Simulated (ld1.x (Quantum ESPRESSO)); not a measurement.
## PW91 RRKJ dataset for lithium (Li), scalar-relativistic all-electron reference.

Li, norm-conserving RRKJ (Kleinman–Bylander form), made with ld1.x (Quantum ESPRESSO) 7.5 (PW91, scalar-relativistic). Core none, reference 1s2 2s0.5 2p0 (charge +0.5). Waves: 2p (bound, empty): rc 4.20 bohr; 3d channel at -0.15 Ry: rc 4.60 bohr; 1s (bound): rc 0.50 bohr. Local part: the s channel. Core correction: none. rho0 = 0.01.

Occupied shells without a wave of their own: 2s. They enter only through the test configuration that unscreens the potential.

Question: Estimate the cutoffs (Ry, on a coarse ladder) from which the occupation-weighted sum of valence levels, in a spherical-Bessel basis at the reference potential, stays within 10 and 1 mRy of its value at 400 Ry.

Answer: 260 Ry and 300 Ry.

Question: What does a ghost test show?

Answer: Ghost states, extra bound levels that the all-electron valence spectrum of the same l lacks: p at -2.54 eV, d at -2.52 eV. A true bound ghost makes a file unfit for plane-wave use.

Question: Which valence shell sets the plane-wave cutoff?

Answer: 1s: its level needs 300 Ry to come within 1 mRy, against 200 Ry for 2s.

Question: Tests: 1s2 2s1 2p0; 1s2 2s0 2p0; 1s2 2s0 2p1; 1s1 2s1 2p0. Which has the largest error in its energy relative to the reference configuration, and how large is it?

Answer: 1s1 2s1 2p0, with +26 meV (all-electron minus pseudo) on +66.54 eV.
